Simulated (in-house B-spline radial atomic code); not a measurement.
Values are calculated unless marked as measured or tabulated.
**Weak and strong correlation along the adiabatic connection**

Two-electron singlets in several external potentials (atomic units), by full CI in B-splines with partial waves to l = 8 (correlation energies up to 0.6 % small). The repulsion is scaled by λ at fixed density; W(λ) is the mean repulsion less the Hartree energy, W(0) = E_x, and the area under W from 0 to 1 is E_xc.

Relative drop (W(λ) − E_x)/E_x:

```
                            system  λ = 0.12  λ = 0.25  λ = 0.4  λ = 0.6  λ = 0.8   λ = 1
−Z exp(−kr)/r, Z = 2.19, k = 0.181    0.0100    0.0202   0.0315   0.0455   0.0584  0.0705
 ω²r²/2 − Z/r, ω = 0.0632, Z = 0.3    0.0496    0.0906   0.1268   0.1627   0.1895  0.2104
 ω²r²/2 − Z/r, ω = 0.0243, Z = 1.5    0.0162    0.0323   0.0494   0.0700   0.0883  0.1048
 ω²r²/2 − Z/r, ω = 0.191, Z = -0.5    0.0480    0.0891   0.1262   0.1632   0.1907  0.2118
 −Z exp(−kr)/r, Z = 5.19, k = 2.03    0.0044    0.0090   0.0143   0.0210   0.0276  0.0339
  ω²r²/2 − Z/r, ω = 0.253, Z = 0.5    0.0242    0.0473   0.0706   0.0969   0.1191  0.1380
                      −Z/r, Z = 18    0.0010    0.0021   0.0033   0.0050   0.0066  0.0083
```

Question: Order the systems by how far second-order (GL2) theory, half the initial slope (estimated from the first points of each curve), overshoots the correlation energy, least first.
A. −Z exp(−kr)/r, Z = 2.19, k = 0.181
B. −Z/r, Z = 18
C. −Z exp(−kr)/r, Z = 5.19, k = 2.03
D. ω²r²/2 − Z/r, ω = 0.0632, Z = 0.3
E. ω²r²/2 − Z/r, ω = 0.253, Z = 0.5
F. ω²r²/2 − Z/r, ω = 0.0243, Z = 1.5
G. ω²r²/2 − Z/r, ω = 0.191, Z = -0.5

Answer: B (GL2/E_c = 1.01), C (GL2/E_c = 1.06), A (GL2/E_c = 1.13), F (GL2/E_c = 1.22), E (GL2/E_c = 1.36), G (GL2/E_c = 1.68), D (GL2/E_c = 1.77).

Question: What else changes along this order?

Answer: The ratio follows the bend of the curve. With it the leading natural occupation goes from 2.000 to 1.835 and −T_c/E_c from 0.99 to 0.58 between the first and the last.
